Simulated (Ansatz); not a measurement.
**SiNH4O2 (SMILES N[Si](O)O): methods side by side**

The species is SiNH4O2 (8 atoms), meant as a doublet with charge 0. As SMILES, `N[Si](O)O`. Geometry: optimised at PBE0/def2-SVP. This is one conformer, not always the lowest.

```jsonl
{"atom": "N", "x (Å)": "-0.5021", "y (Å)": "1.2769", "z (Å)": "0.1282"}
{"atom": "Si", "x (Å)": "0.0960", "y (Å)": "-0.2439", "z (Å)": "-0.3827"}
{"atom": "O", "x (Å)": "1.6593", "y (Å)": "-0.2895", "z (Å)": "0.2096"}
{"atom": "O", "x (Å)": "-0.9674", "y (Å)": "-1.3479", "z (Å)": "0.2862"}
{"atom": "H", "x (Å)": "0.0707", "y (Å)": "2.1094", "z (Å)": "0.0659"}
{"atom": "H", "x (Å)": "-1.4941", "y (Å)": "1.4787", "z (Å)": "0.1116"}
{"atom": "H", "x (Å)": "2.2554", "y (Å)": "-0.8592", "z (Å)": "-0.2853"}
{"atom": "H", "x (Å)": "-1.0257", "y (Å)": "-2.1818", "z (Å)": "-0.1892"}
```

Each level gives the dissociation energy of the H8–O4 bond into doublet H and singlet SiNH3O2 (shapes relaxed at PBE0/def2-SVP, no zero-point term) (eV). The values are calculated.

```json
{"level": "UHF/def2-SVP", "kind": "Hartree–Fock", "program": "Ansatz", "value (eV)": "2.05"}
{"level": "USVWN5/def2-SVP", "kind": "LDA", "program": "Ansatz", "value (eV)": "2.41"}
{"level": "UPBE/def2-SVP", "kind": "GGA", "program": "Ansatz", "value (eV)": "2.10"}
{"level": "U-r2SCAN/def2-SVP", "kind": "meta-GGA", "program": "Ansatz", "value (eV)": "2.23"}
{"level": "UB3LYP/def2-SVP", "kind": "global hybrid", "program": "Ansatz", "value (eV)": "2.17"}
{"level": "UPBE0-D4/def2-SVP", "kind": "global hybrid", "program": "Ansatz", "value (eV)": "2.24"}
{"level": "UCAM-B3LYP/def2-SVP", "kind": "range-separated hybrid", "program": "Ansatz", "value (eV)": "2.22"}
{"level": "UB2PLYP/def2-SVP", "kind": "double hybrid", "program": "Ansatz", "value (eV)": "2.03"}
{"level": "RPA@PBE/def2-SVP", "kind": "RPA", "program": "Ansatz", "value (eV)": "1.98"}
```

The values span 1.98 to 2.41 eV. A fragment with an even electron count was run as a singlet and may have a lower triplet. Measured bond enthalpies also hold zero-point and thermal terms, a few tenths of an eV less.
